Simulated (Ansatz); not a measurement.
Program: Ansatz. Geometries: PBE0-D4/def2-TZVP. ΔE: electronic, gas phase. CCSD(T)/CBS is the MP2 limit (def2-TZVPP, def2-QZVPP) plus CCSD(T) − MP2 in def2-TZVPP, frozen cores. This one scheme is used for every species. Functionals use def2-TZVPP. Elements past krypton have def2 core potentials. For In outer-core shells are correlated without core-valence functions, which leaves a few kJ/mol of doubt a bond. One conformer a species, not always the lowest.

Consider the redistribution: `C=C[CH2][InH2]` + `[F][Al]([F])[Cl]` → `C=C[CH2][InH][Cl]` + `[F][AlH][F]`.

`C=C[CH2][InH2]`:

Cartesian coordinates in Å:
```
C -1.350 0.687 -0.253
C -0.644 -0.423 -0.557
C 0.781 -0.473 -0.892
In 1.107 -0.022 1.245
H -0.936 1.681 -0.394
H -2.380 0.621 0.073
H -1.136 -1.383 -0.404
H 1.150 0.368 -1.475
H 1.130 -1.428 -1.272
H 0.819 -1.258 2.398
H 1.459 1.633 1.530
```

`[F][Al]([F])[Cl]`:

```xyz
4

F     0.515    0.819    1.379
Al    0.091   -0.013    0.042
F     1.157   -1.064   -0.606
Cl   -1.763    0.259   -0.815
```

`C=C[CH2][InH][Cl]`:

Z-matrix (Å, degrees):
```
C
C 1 1.482
In 1 2.159 2 104.6
H 1 1.090 2 112.7 3 118.9
H 1 1.091 2 112.5 3 -116.2
C 2 1.332 1 125.7 3 -100.8
H 2 1.089 1 115.7 3 77.0
Cl 3 2.356 1 109.8 2 -69.4
H 3 1.708 1 136.7 2 104.2
H 6 1.086 2 121.7 1 -2.3
H 6 1.083 2 121.2 1 178.5
```

`[F][AlH][F]`:

```xyz
4

F    -0.650    0.501    1.399
Al   -0.012   -0.026   -0.015
F     1.270    0.788   -0.630
H    -0.607   -1.264   -0.753
```

CCSD(T)/CBS gives +0.15 eV.

Question: Another level gave +0.03 eV. Which?
A. CCSD/def2-TZVPP
B. BLYP-D4/def2-TZVPP
C. LDA (SPW92)/def2-TZVPP
D. r2SCAN-D4/def2-TZVPP

Answer: B. BLYP-D4 0.03, CCSD/def2-TZVPP 0.13, r2SCAN-D4 0.21, LDA (SPW92) 0.27 eV.

Question: What do rigid-rotor, harmonic-oscillator terms from PBE0-D4/def2-TZVP frequencies (298.15 K, 1 bar) make of the CCSD(T)/CBS value? (An estimate is asked.)

Answer: The calculation gave: ΔZPE = +0.01 eV, ΔH = +0.17 eV, ΔS = 16 J/(mol·K), ΔG = +0.12 eV. Modes under 50 cm⁻¹ make the entropy rough.

Largest T1 diagnostic among the species: 0.013.

Leaving LDA and LC-ωPBE aside and taking each functional with its dispersion term where it has one, the values spread over 0.17 eV, from BLYP-D4 to r2SCAN-D4. LDA lies +0.16 eV from PBE without D4. From BLYP to BHLYP (50 % exact exchange), in def2-TZVPP and without D4, ΔE moves by +0.05 eV. In def2-TZVPP, CCSD(T) changes the Hartree–Fock value by +0.20 eV (the triples alone add +0.03 eV) and MP2 by +0.22 eV.
